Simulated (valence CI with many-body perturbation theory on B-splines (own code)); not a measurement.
Values are calculated unless marked as measured or tabulated.
**Os XLIII: magnetic and hyperfine properties of the levels**

Method: configuration interaction combined with many-body perturbation theory (CI+MBPT): six valence electrons over a frozen Dirac-Fock core [Ar] 3d10, radial functions for each j: 9 s, 9 p, 8 d, 6 f, 3 g, 1 h, with the one-electron correlation potential Σ1, the two-electron term Σ2, the three-electron term Σ3, Breit, model QED; selected CI, second order for the rest, scaled by the run's own slope (own B-spline code, finite nucleus).

No measured spectrum was set against this ion. As an estimate, large intervals hold to a few tenths of a per cent, small ones and those within an open d or f shell to about a per cent. Among the levels kept, up to 650 cm⁻¹ of a level comes from second order outside the variational space, and about a tenth of that is noise between levels of different J, which matters for small intervals.

A/g_I is the dipole constant over the nuclear g factor μ/I (μ in nuclear magnetons, uniformly magnetised nucleus), B/Q the quadrupole constant per barn. Both hold the static response of the core; the bare values leave it out. Large factors of s and p1/2 electrons are usually good to 5 to 10 %; those of open d and f shells near neutrality can be off by tens of per cent, and small factors of p3/2, d and f electrons come from cancelling terms and can be off by a factor of two or in sign, in half-filled shells by more. B is blank for J = 1/2, where it vanishes, and for nearly pure S terms. Energies count from the lowest level. Levels with J = 0 are left out.

Levels are named by their leading jj configuration (3d3/2^4 stands for four electrons in 3d with j = 3/2), which in mixed levels can hold well under half, so a name can repeat and another be missing. Letters in brackets count levels of one name in rising energy.

| Level | E (cm⁻¹) | g | A/g_I (MHz) | A/g_I bare | B/Q (MHz/b) | B/Q bare |
| --- | --- | --- | --- | --- | --- | --- |
| (4s^2 4p1/2^2 4p3/2^2) J=2 | 0 | 1.343 | 61800 | 59400 | 13000 | 12600 |
| (4s^2 4p1/2 4p3/2^3) J=1 | 859150 | 1.497 | -62600 | -61300 | -62600 | -60600 |
| (4s^2 4p1/2 4p3/2^3) J=2 | 896660 | 1.148 | 188000 | 182000 | -139000 | -134000 |
| (4s^2 4p1/2^2 4p3/2 4d3/2) J=2 | 1294200 | 1.051 | 48100 | 46800 | -1970 | -1870 |
| (4s^2 4p1/2^2 4p3/2 4d3/2) J=1 | 1318800 | 1.139 | 35700 | 34900 | -52700 | -51200 |
| (4s^2 4p1/2^2 4p3/2 4d3/2) J=3 | 1326700 | 1.115 | 44800 | 43700 | 123000 | 120000 |
| (4s^2 4p1/2^2 4p3/2 4d5/2) J=4 | 1494400 | 1.265 | 29700 | 29000 | 130000 | 126000 |
| (4s^2 4p1/2^2 4p3/2 4d5/2) J=2 | 1500700 | 1.282 | 70800 | 69100 | -84800 | -82100 |
| (4s^2 4p1/2^2 4p3/2 4d5/2) J=3 | 1607800 | 1.186 | 27400 | 26900 | 9430 | 9450 |
| (4s^2 4p1/2^2 4p3/2 4d5/2) J=1 | 1634500 | 1.072 | -38900 | -36300 | 12600 | 12300 |
| (4s 4p1/2^2 4p3/2^3) J=2 | 1746300 | 1.453 | 396000 | 384000 | -118000 | -114000 |
| (4s 4p1/2^2 4p3/2^3) J=1 | 1839700 | 1.152 | -284000 | -275000 | -36700 | -35500 |
| (4s^2 4p1/2 4p3/2^2 4d3/2) J=1 [a] | 2116500 | 0.987 | 99800 | 96800 | -19300 | -18800 |
| (4s^2 4p1/2 4p3/2^2 4d3/2) J=2 [a] | 2117400 | 1.034 | 104000 | 101000 | -67900 | -65800 |
| (4s^2 4p1/2 4p3/2^2 4d3/2) J=3 [a] | 2148600 | 1.091 | 103000 | 101000 | -8030 | -7660 |
| (4s^2 4p1/2 4p3/2^2 4d3/2) J=4 | 2184400 | 1.057 | 113000 | 110000 | 19900 | 19700 |
| (4s^2 4p1/2 4p3/2^2 4d3/2) J=2 [b] | 2229500 | 0.828 | 148000 | 145000 | 69000 | 67200 |
| (4s^2 4p1/2 4p3/2^2 4d5/2) J=3 [a] | 2294300 | 1.349 | -11800 | -11100 | 28700 | 27800 |
| (4s^2 4p1/2 4p3/2^2 4d5/2) J=4 [a] | 2306900 | 1.297 | -13800 | -13100 | 52000 | 50700 |
| (4s^2 4p1/2 4p3/2^2 4d3/2) J=2 [c] | 2310500 | 1.278 | 78500 | 76000 | 4990 | 4600 |
| (4s^2 4p1/2 4p3/2^2 4d3/2) J=3 [b] | 2315800 | 1.156 | -4810 | -4650 | 6090 | 6250 |
| (4s^2 4p1/2 4p3/2^2 4d3/2) J=1 [b] | 2315800 | 1.442 | 132000 | 127000 | 15900 | 15400 |
| (4s^2 4p1/2 4p3/2^2 4d5/2) J=1 [a] | 2349000 | 1.060 | 323000 | 314000 | -10100 | -9710 |
| (4s^2 4p1/2 4p3/2^2 4d5/2) J=4 [b] | 2354700 | 1.179 | 95100 | 92400 | -320 | -116 |
| (4s^2 4p1/2 4p3/2^2 4d5/2) J=5 | 2368700 | 1.195 | 87400 | 84900 | 26000 | 25600 |
| (4s^2 4p1/2 4p3/2^2 4d3/2) J=1 [c] | 2383400 | 0.918 | -96100 | -92100 | 8430 | 8360 |
| (4s^2 4p1/2 4p3/2^2 4d5/2) J=2 [a] | 2433800 | 1.276 | -70700 | -67800 | 112000 | 108000 |
| (4s^2 4p1/2 4p3/2^2 4d5/2) J=3 [b] | 2461800 | 1.124 | 106000 | 104000 | 129000 | 126000 |
| (4s^2 4p1/2 4p3/2^2 4d5/2) J=2 [b] | 2492700 | 1.078 | 98900 | 96500 | 15700 | 15300 |
| (4s^2 4p1/2 4p3/2^2 4d5/2) J=1 [b] | 2505600 | 1.232 | -91300 | -87900 | 2910 | 2810 |
| (4s^2 4p1/2 4p3/2^2 4d5/2) J=3 [c] | 2531600 | 1.073 | 114000 | 111000 | -98800 | -95500 |
| (4s^2 4p1/2 4p3/2^2 4d5/2) J=2 [c] | 2552700 | 1.229 | 2110 | 2240 | -101000 | -98100 |
| (4s^2 4p1/2^2 4d3/2^2) J=2 | 2610400 | 0.756 | 28000 | 28100 | 1320 | 1290 |

Take the isotope of mass number 187, with I = 1/2, μ = 0.06442 μN. What is the hyperfine structure of (4s^2 4p1/2^2 4p3/2 4d3/2) J=3?

From the table A = 5770 MHz. Shifts from the centre of gravity in MHz: F = 5/2: -11500, F = 7/2: 8660.
